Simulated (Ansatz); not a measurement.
Mulliken charges of `[SiH3][InH][SeH]` from r2SCAN/def2-TZVPP in Ansatz (PBE0-D4/def2-TZVP geometry).

```
atom   x (Å)   y (Å)   z (Å)  charge (e)
 Si1  -1.113   1.087  -0.665       0.050
 In2   0.902  -0.165   0.303       0.500
 Se3   0.438  -2.550   0.955      -0.331
  H4  -2.308   0.206  -0.731      -0.054
  H5  -0.808   1.576  -2.038      -0.057
  H6  -1.441   2.268   0.181      -0.057
  H7   2.517   0.358   0.581      -0.124
  H8   1.814  -2.781   1.414       0.072
```

Problem. By hand: the dipole of these point charges (1 e Å = 4.8032 D).

Solution. Σ q r = (0.322, 0.341, -0.023) e Å, of length 0.470 e Å = 2.26 D.

Problem. How does the dipole of the full density compare? (Best estimate.)

Solution. Ansatz gave: (0.107, 0.257, -0.055) e Å, 1.36 D; the point charges give 1.66 times that, at 22° from its direction.

Point charges leave out the atoms' own dipoles, such as those of lone pairs, and Mulliken's split depends on the basis, so the two needn't agree.
